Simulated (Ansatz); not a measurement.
Reaction (ligand exchange at a Zn–O bond): `[SiH3][O][Zn][Cl]` + HCl → `[Cl][Zn][Cl]` + `O[SiH3]`

Program: Ansatz. Geometries: PBE0-D4/def2-TZVP. ΔE: electronic, gas phase. CBS: MP2 limit from def2 TZ/QZ plus the TZ coupled-cluster correction, frozen cores. This one scheme is used for every species. DFT in def2-TZVPP. B3LYP here is the variant with VWN-RPA as its local correlation; programs differ in this. HSE06 is defined as in plane-wave codes. For Zn outer-core shells are correlated without core-valence functions, which leaves a few kJ/mol of doubt a bond. Scalar relativity is left out up to krypton. One conformer a species, not always the lowest.

`[SiH3][O][Zn][Cl]`:

```xyz
7

Si    0.692    0.995    0.067
O    -0.631    0.065    0.237
Zn   -1.279   -1.541   -0.032
Cl   -2.125   -3.417   -0.316
H     1.096    1.107   -1.364
H     1.850    0.435    0.822
H     0.398    2.356    0.587
```

HCl:

Z-matrix (Å, degrees):
```
Cl
H 1 1.279
```

`[Cl][Zn][Cl]`:

Z-matrix (Å, degrees):
```
Zn
Cl 1 2.084
Cl 1 2.083 2 180.0
```

`O[SiH3]`:

Z-matrix (Å, degrees):
```
Si
O 1 1.648
H 1 1.489 2 111.7
H 1 1.489 2 111.7 3 120.9
H 1 1.481 2 105.9 3 -119.6
H 2 0.957 1 117.9 3 -60.5
```

```
             level  ΔE (kJ/mol)  difference from CCSD(T)/CBS
            B97M-V        -72.6                         -1.0
        r2SCAN0-D4        -78.1                         -6.5
          HSE06-D4        -78.0                         -6.4
            revPBE        -75.9                         -4.3
              PBE0        -79.4                         -7.8
             B3LYP        -74.3                         -2.7
RPA@PBE/def2-TZVPP        -57.4                         14.2
     CCSD/def2-SVP        -53.0                         18.6
    MP2/def2-TZVPP        -64.3                          7.3
   CCSD/def2-TZVPP        -66.3                          5.3
       CCSD(T)/CBS        -71.6                            0
```

Largest T1 diagnostic among the species: 0.015.

From r2SCAN to r2SCAN0 (25 % exact exchange), in def2-TZVPP and without D4, ΔE moves by −4.5 kJ/mol. Leaving LDA and LC-ωPBE aside and taking each functional with its dispersion term where it has one, the values, not all of them listed here, spread over 11.2 kJ/mol, from r2SCAN0-D4 to BLYP-D4. LDA lies +3.7 kJ/mol from PBE without D4.
